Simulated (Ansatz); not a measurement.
```yaml
crystal:
  periodic: [false, false, false]
  atoms:
    - {symbol: F, position_ang: [1.505153, -2.499984, 1.580474]}
    - {symbol: C, position_ang: [0.815940, -1.678736, 0.931452]}
    - {symbol: C, position_ang: [0.408130, -0.460263, 0.310686]}
    - {symbol: Ge, position_ang: [-0.515654, 0.665666, -0.634657]}
    - {symbol: H, position_ang: [-1.431942, 0.288248, -1.470710]}
    - {symbol: H, position_ang: [-1.478306, 1.677922, 0.512962]}
    - {symbol: H, position_ang: [0.711942, 1.744749, -1.327191]}
basis:
  gaussian: {orbitals: ANO-RCC-VTZP}
hamiltonian: {xc: {name: wPBEh}}
relax: {f_tol: 0.0001, max_steps: 2}
output: {forces: true}
```

```sh
$ ansatz run in.yaml --threads 2 --pin off --events-out ev --progress --plain --max-ram 4352MiB
```

Output, abridged:

```
Functional definition: wPBEh
  name "wPBEh"
  cite "Heyd, Scuseria & Ernzerhof, J. Chem. Phys. 118, 8207 (2003) doi:10.1063/1.1564060"
  cite "Krukau, Vydrov, Izmaylov & Scuseria, J. Chem. Phys. 125, 224106 (2006) doi:10.1063/1.2404663"
  cite "Heyd & Scuseria, J. Chem. Phys. 120, 7274 (2004) doi:10.1063/1.1668634"
  cite "Ernzerhof & Perdew, J. Chem. Phys. 109, 3313 (1998) doi:10.1063/1.476928"
  cite "Perdew, Burke & Ernzerhof, Phys. Rev. Lett. 77, 3865 (1996) doi:10.1103/PhysRevLett.77.3865"
  parent pbe
  parameter a = 0.25
  parameter omega = 0.11/bohr
  exchange = wpbe_x - a*pbe_x_sr(omega) + a*exact_x_sr(omega)
  correlation = pbe_c
1356 factors; their error is unknown
113 factors; integrals over basis functions are off by at most 4.4e-7 eV
mean field evaluation 1: about -61932.9548 eV, gradient 5.0e1 eV
mean field evaluation 2: about -61902.5492 eV, gradient 1.1e2 eV
mean field evaluation 4: about -61938.4562 eV, gradient 7.9e0 eV
mean field evaluation 8: about -61938.5523 eV, gradient 1.9e-1 eV
mean field evaluation 16: about -61938.7742 eV, gradient 2.1e-4 eV
mean field -61938.77416696 eV, -2276.2079670267 hartree, gradient 2.6e-5 eV, S^2 0.000000; 0 other end points of the search recorded, 0 dependent functions left out
the calculation of the forces begins
reference -61938.77424114 eV, -2276.2079697528 hartree; 28, 28 occupied and 147, 147 virtual orbitals, 1356 factors
relax step   1: F+E_penalty+E_count = -61938.77416696 eV  Δ(F+E_penalty+E_count) = +0.000e0 eV  max|allowed force component| = 1.254e1 eV/Å  Δτ_max = 0.0000 Å  (33 SCF iters, accepted)
these checks for a lower state are left out or cut short: starts, cluster_reference, orbital_swaps, neighbouring_geometries, increment
1356 factors; their error is unknown
113 factors; integrals over basis functions are off by at most 4.4e-7 eV
mean field -61941.88585096 eV, -2276.3223193047 hartree, gradient 2.5e-5 eV, S^2 0.000000; 0 other end points of the search recorded, 0 dependent functions left out
the calculation of the forces begins
reference -61941.88592408 eV, -2276.3223219917 hartree; 28, 28 occupied and 147, 147 virtual orbitals, 1356 factors
relax step   2: F+E_penalty+E_count = -61941.88585096 eV  Δ(F+E_penalty+E_count) = -3.112e0 eV  max|allowed force component| = 4.293e0 eV/Å  Δτ_max = 0.1943 Å  (40 SCF iters, accepted)
Error: geometry relaxation did not converge after 2 steps: max|allowed force component| = 4.29e0 eV/Å (threshold 1.0e-4). Raise `relax.max_steps` over both its present limit and 2, loosen `relax.f_tol`, or start from a geometry closer to equilibrium. Where this run's directory can be resumed (`checkpoint.write`), a resume goes on for up to `relax.max_steps` more
```

**Question.** Something in this input is off. What?

**Answer.** The relaxation is allowed too few steps for its threshold. The calculation stopped without meeting its thresholds.
